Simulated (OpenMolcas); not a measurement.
neutral phosphorus: effect of correlating more closed shells

```
Program             : OpenMolcas 26.06
Basis               : ANO-RCC-VTZP [5s4p2d1f]
Scalar Hamiltonian  : DKH2, point nucleus
Active space        : 3 electrons in 3 orbitals (3p)
State averaging     : 2S+1 = 4 odd, 1 root; 2S+1 = 2 odd, 8 roots
Spin-orbit coupling : state interaction with AMFI integrals over the reference wave functions, term energies averaged over their components
```

Methods on the same reference wave functions:
A. CASSCF
B. SS-CASPT2, IPEA 0.25 Eh, imaginary shift 0.1 Eh (closed shells correlated: 3s)
C. SS-CASPT2, IPEA 0.25 Eh, imaginary shift 0.1 Eh (closed shells correlated: 2s 2p 3s)

Energies in cm⁻¹ above 3s² 3p³ ⁴S°_3/2, the measured ground level; measured values from NIST Handbook of Basic Atomic Spectroscopic Data.

```
          Level      A      B      C  Measured
3s² 3p³ ⁴S°_3/2    0.0    0.0    0.0       0.0
3s² 3p³ ²D°_3/2  15378  12080  12020     11361
3s² 3p³ ²D°_5/2  15384  12090  12030     11377
3s² 3p³ ²P°_1/2  25426  20380  20290     18723
3s² 3p³ ²P°_3/2  25435  20390  20300     18748
```

Deviations, from unrounded energies. A percentage is the sum of absolute deviations over the sum of measured energies, with the sign that they share, or ± where signs differ.

| Against measurement | Levels | A | B | C |
| --- | --- | --- | --- | --- |
| mean absolute deviation (cm-1) | 4 | 5400 | 1200 | 1100 |
| other terms of the ground configuration (%) | 4 | +35.6 | +7.9 | +7.4 |

C lies closest to measurement on these levels and A furthest from it. The largest miss of C in the table is 3s² 3p³ ²P°_1/2, by +1600 cm-1. The ranking rests on the paired levels alone, and a cruder setting can come out closer through cancelling errors.

Between B and C the level of the table that moves most is 3s² 3p³ ²P°_1/2, by 83 cm-1 (lowest in C, highest in B). Moves below CASPT2's spread within the term are not significant.

The mean deviations of B to C differ by less than CASPT2's widest spread within a term (190 cm-1), so their order carries little weight.

From A to B the spin-free energies of the other terms of 3s² 3p³ shown, above ⁴S°, scale by factors of 0.79 to 0.80.

The lowest spin-free term lies below A's lowest term by 0.083 hartree in B, 0.100 hartree in C.

What an inner shell adds also hangs on whether the basis holds functions to correlate it.

Term energies are means over components that CASPT2 splits; among the terms shown or strongly mixed into the levels shown the widest spread is 190 cm-1 (3s² 3p³ ²D°, C). With the s shell closed, the reference lacks s² → p² mixing. Without dynamic correlation excited terms often stand tens of per cent too high (terms of higher spin than the ground term too low), and those without a measured partner can miss by more than the paired ones (holds for A). Measured partners are found by configuration, term and J. A level has none where our copy of the source lacks it or the pairing is in doubt (some pairs that miss far off the trend of their configuration count as doubtful), and it then counts in no deviation. Levels of configurations outside the active space are missing.

° marks odd parity.
